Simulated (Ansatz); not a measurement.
Spectroscopic constants of LiBe-, closed-shell singlet (lowest of 2S+1 = 1, 3 at CCSD(T)/def2-TZVPP on PBE0 minima; our sources give no spin for the ground state, which may be another). The T1 diagnostic near the minimum is 0.075, so single-reference values are doubtful.

The constants come from a fifth-degree fit in 1/R (seven points, main isotopes). In def2 and cc sets the state is the lowest found near the PBE0 minimum, followed along R. The singlet is held restricted.

Correlated levels freeze the inner cores; with def2 sets outer-core shells near the valence are correlated too. CBS(a, b) extrapolates the correlation energy as X⁻³ and adds the Hartree–Fock energy of set b.

Codes used: Ansatz (Gaussian orbitals). 

Q: What bond length and harmonic frequency does wB97M-V/def2-TZVPP give?

A: r_e = 2.990 Å, ω_e = 198 cm⁻¹.

Q: What bond length and harmonic frequency does CCSD(T)/def2-QZVPP give?

A: r_e = 2.875 Å, ω_e = 217 cm⁻¹.

Q: What bond length and harmonic frequency does CCSD(T)/CBS(aug-cc-pVQZ, aug-cc-pV5Z) give?

A: r_e = 2.861 Å, ω_e = 226 cm⁻¹.

Doubts at one or more of the structures used: a restricted determinant that unrestricted orbitals would lower (CCSD(T)/def2-QZVPP, CCSD(T)/CBS(aug-cc-pVQZ, aug-cc-pV5Z)); T1 above 0.05 (CCSD(T)/CBS(aug-cc-pVQZ, aug-cc-pV5Z)).

Ansatz is a quantum-chemistry and plane-wave program.
